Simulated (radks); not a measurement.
The numbers below are computed, except where a source is named.
Task: Excited configurations of He+: one electron is placed in a higher orbital outside the bare nucleus. The ground configuration is 1s1. Code: a radial shooting solver on a logarithmic mesh with Libxc functionals. Model: Dirac Kohn-Sham, PBE, spin-unpolarised, spherical densities, point nucleus; open shells fill j = l - 1/2 first. Excitation = E - E(ground); binding = E(ion) - E, where the ion is the core of charge +2; n* = 2/sqrt(2 binding) in atomic units, and the quantum defect is n - n*.

outer orbital  excitation (eV)  binding (eV)     n*  quantum defect  eigenvalue (eV)  <r> (bohr)
3d3/2                   45.809         5.951  3.024          -0.024           -4.292       5.332
4p1/2                   48.208         3.552  3.914           0.086           -2.834       11.21
5p1/2                   49.445         2.315  4.848           0.152           -1.878       17.67
5d3/2                   49.454         2.306  4.858           0.142           -1.839       16.77
6f5/2                   50.140         1.620  5.796           0.204           -1.291       23.27
7s1/2                   50.552         1.208  6.712           0.288           -1.003       35.39
7p1/2                   50.551         1.209  6.709           0.291           -1.000       34.87

Estimate the row for 5s1/2.

Result: excitation (eV) 49.444; binding (eV) 2.316; n* 4.847; quantum defect 0.153; eigenvalue (eV) -1.892; <r> (bohr) 18.15. The Delta-SCF ionisation energy is 51.760 eV (NIST Atomic Spectra Database: 54.418 eV, theoretical). Self-interaction in the functional shifts the binding energies and quantum defects, so they are the method's values and not measured ones. Spin polarisation and multiplet splitting are left out, so open shells lie too high by an amount that depends on their filling.

Beside tabulated values, note that spin-unpolarised runs miss the spin-polarisation part of the exchange energy of open shells.
